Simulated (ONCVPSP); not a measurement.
**Sn (Z = 50) ONCV: all-electron and pseudo phase curves**

tin, optimised norm-conserving Vanderbilt (ONCV), made with ONCVPSP 4.0.1 (PBEsol, scalar-relativistic). Core [Ar] 3d10 4s2, reference 4p6 4d10 5s1.5 5p2.5. Waves: 5s: rc 1.60 bohr, ncon 3, nbas 7, qcut 3.8 1/bohr, 2 projectors, debl 2.8 Ha; 4p+5p: rc 1.40 bohr, ncon 5, nbas 8, qcut 10.4 1/bohr, 3 projectors, debl 1 Ha; 4d: rc 1.05 bohr, ncon 4, nbas 8, qcut 10 1/bohr, 3 projectors, debl 3.8 Ha; f scattering state at 0.03 Ha: rc 1.60 bohr, ncon 3, nbas 7, qcut 6.2 1/bohr, 2 projectors, debl 0.6 Ha. Local part: polynomial inside 0.80 bohr (lpopt 5, dvloc0 6 Ha). Core correction: Teter function fitted to the true core (icmod 2), fcfact 0.6.

The phase is arctan(r·R′/R) of the radial function R(r), unwrapped; energies in Ha, scanned from -5 to 5 Ha. A pole is an energy at which the radial function vanishes at the test radius. The pseudo phase is shifted by a multiple of π to meet the all-electron one at the reference energy, and phase errors are pseudo minus all-electron; the curves can meet again beyond the range given. Levels narrower than the energy grid can be missing from the lists of poles. Where the grid stepped over a known ghost or core level, its pole and its step of π were put in at the level’s energy.

| channel | radius (bohr) | reference energy (Ha) | poles, all-electron | poles, pseudo | unbroken range about the reference energy with phases within 0.05 rad | phase error 1 Ha above the reference energy (rad) |
| --- | --- | --- | --- | --- | --- | --- |
| s | 1.63 | -0.41 | -4.94, -4.80, 4.70 | -4.18, 4.67 | above -3.8 | -0.000 |
| p | 1.42 | -0.15 | -2.64 | -2.64 | the whole range | +0.000 |
| d | 1.06 | -0.98 | 3.40 | 3.40 | the whole range | +0.000 |
| f | 1.63 | 0.03 | 2.61 | 2.43 | below 2.4 | -0.003 |

Note: ghosts flagged at negative energy: s at -116.9 eV; GHOST(+) flagged for s at 172.7 eV. A true bound ghost makes a file unfit for plane-wave use.

Phases in the s channel:

```csv
E (Ha),all-electron,pseudo
-4.96,1.788,1.153
-4.48,-1.708,0.067
-4.00,-1.792,-1.695
-3.52,-1.847,-1.817
-3.04,-1.900,-1.888
-2.56,-1.964,-1.958
-2.08,-2.050,-2.046
-1.60,-2.178,-2.176
-1.12,-2.392,-2.392
-0.64,-2.778,-2.778
-0.16,-3.363,-3.364
0.32,-3.881,-3.881
0.80,-4.183,-4.183
1.28,-4.354,-4.354
1.76,-4.459,-4.459
2.24,-4.530,-4.530
2.72,-4.582,-4.582
3.20,-4.623,-4.623
3.68,-4.656,-4.656
4.16,-4.684,-4.684
4.64,-4.710,-4.711
```
